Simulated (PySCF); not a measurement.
Level of theory: PBE-D3(BJ)/def2-TZVP // r2SCAN-D4/def2-TZVP (PySCF). Isolated molecules, 0 K electronic values unless said otherwise. 

Reference species (SMILES): `BNC#N` (neutral, multiplicity 1).

| Item | Result |
|---|---|
| LUMO | -2.32 eV |
| HOMO | -7.45 eV |

Changed species: `N=C=BN`.

Task: What does the change do to the LUMO and HOMO?

Result: the LUMO falls by 0.42 eV, to -2.74 eV; the HOMO rises by 3.37 eV, to -4.08 eV.
